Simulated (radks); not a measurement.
Problem. All-electron atom: Al I in [Ne] 3s2 3p1. Method: non-relativistic Kohn-Sham, LDA (Slater exchange, VWN5 correlation), spin-polarised, spherical densities, point nucleus; open shells are filled with parallel spins first; hard spherical wall at 20 bohr; computed with a radial shooting solver on a logarithmic mesh with Libxc functionals. Some entries of the table are withheld. Estimate them.

| orbital | occ. | eigenvalue (eV) | <r^2> (bohr^2) | r(max) (bohr) |
|---|---|---|---|---|
| 1s up | 1 | -1500.816 | 0.01969 | 0.07897 |
| 1s down | 1 | -1500.762 | 0.01969 | 0.07896 |
| 2s up | 1 | -107.0275 | 0.4779 | 0.4996 |
| 2s down | 1 | -106.9600 | 0.4775 | 0.4997 |
| 2p up | 3 | -69.7349 | 0.4665 | 0.4280 |
| 2p down | 3 | -69.6484 | 0.4657 | 0.4280 |
| 3s up | 1 | -8.0621 | 7.524 | 2.071 |
| 3s down | 1 | -7.3997 | 7.588 | 2.062 |
| 3p up | 1 | -3.0272 | 13.79 | 2.629 |
| 3p down | 0 | -2.4175 | 14.96 | 2.646 |
| 4s up | 0 | (1) | 80.17 | 7.204 |
| 4s down | 0 | (2) | 88.60 | 7.693 |
| 4p up | 0 | (3) | 128.6 | 10.55 |
| 4p down | 0 | (4) | 134.7 | 11.03 |
| 3d up | 0 | 0.6168 | (5) | 9.420 |
| 3d down | 0 | 0.7103 | (6) | 10.76 |

Solution. 
(1) 4s up eigenvalue (eV): -0.3282
(2) 4s down eigenvalue (eV): -0.2014
(3) 4p up eigenvalue (eV): 0.3610
(4) 4p down eigenvalue (eV): 0.4256
(5) 3d up <r^2> (bohr^2): 109.7
(6) 3d down <r^2> (bohr^2): 125.3
